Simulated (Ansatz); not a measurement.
Geometry optimisation, RKS LDA/def2-SVP (Ansatz).

Input:

```yaml
crystal:
  periodic: [false, false, false]
  atoms:
    - { symbol: W, position_ang: [0.0, 0.0, 0.0] }
    - { symbol: F, position_ang: [0.0, 0.0, 1.85] }
    - { symbol: F, position_ang: [1.85, 0.0, 0.0] }
    - { symbol: F, position_ang: [0.0, 1.85, 0.0] }
    - { symbol: H, position_ang: [-1.72, 0.0, 0.0] }
    - { symbol: F, position_ang: [0.0, -1.85, 0.0] }
    - { symbol: H, position_ang: [0.0, 0.0, -1.72] }
basis:
  gaussian: { orbitals: def2-SVP }
hamiltonian:
  xc: lda
relax:
  f_tol: 0.02
  max_steps: 40
output:
  orbitals: {}
```

Launched with:

```bash
$ ansatz run input.yaml --threads 2 --pin off --max-ram 3072MiB --backend cpu --events-out ev --progress --plain --runs-dir out
```

Task: Where does it end, and by what steps?

Result: The run converged. The force dipped under the threshold on the way, but the program's further checks kept it going. After 14 steps the energy has fallen by 1.602 eV; F3 moved furthest, 0.73 Å.

```json
{"step": "0", "energy less start (eV)": "0.0000", "largest force component (eV/Å)": "1.105", "accepted": "yes"}
{"step": "1", "energy less start (eV)": "-0.6581", "largest force component (eV/Å)": "1.016", "accepted": "yes"}
{"step": "2", "energy less start (eV)": "-1.0666", "largest force component (eV/Å)": "1.296", "accepted": "yes"}
{"step": "3", "energy less start (eV)": "-1.3892", "largest force component (eV/Å)": "1.428", "accepted": "yes"}
{"step": "4", "energy less start (eV)": "-1.5331", "largest force component (eV/Å)": "0.698", "accepted": "yes"}
{"step": "5", "energy less start (eV)": "-1.5762", "largest force component (eV/Å)": "0.160", "accepted": "yes"}
{"step": "6", "energy less start (eV)": "-1.5879", "largest force component (eV/Å)": "0.184", "accepted": "yes"}
{"step": "7", "energy less start (eV)": "-1.5934", "largest force component (eV/Å)": "0.072", "accepted": "yes"}
{"step": "8", "energy less start (eV)": "-1.5976", "largest force component (eV/Å)": "0.080", "accepted": "yes"}
{"step": "9", "energy less start (eV)": "-1.5973", "largest force component (eV/Å)": "0.380", "accepted": "no"}
{"step": "10", "energy less start (eV)": "-1.6011", "largest force component (eV/Å)": "0.044", "accepted": "yes"}
{"step": "11", "energy less start (eV)": "-1.5991", "largest force component (eV/Å)": "0.264", "accepted": "no"}
{"step": "12", "energy less start (eV)": "-1.6022", "largest force component (eV/Å)": "0.004", "accepted": "yes"}
{"step": "13", "energy less start (eV)": "-1.6022", "largest force component (eV/Å)": "0.027", "accepted": "no"}
{"step": "14", "energy less start (eV)": "-1.6023", "largest force component (eV/Å)": "0.011", "accepted": "yes"}
```

```xyz
7
Properties=species:S:1:pos:R:3
W 0.141 0.000 0.141
F -0.729 0.000 1.813
F 1.813 0.000 -0.729
F 0.325 1.807 0.325
H -1.512 0.000 -0.232
F 0.325 -1.807 0.325
H -0.232 0.000 -1.512
```

Whether the end is a true minimum wasn't checked by a vibrational analysis.

The run took 24 s on 2 threads of Intel(R) Xeon(R) Platinum 8259CL CPU @ 2.50GHz (Skylake/Cascade Lake) (shared host), peak memory 0.15 GiB.
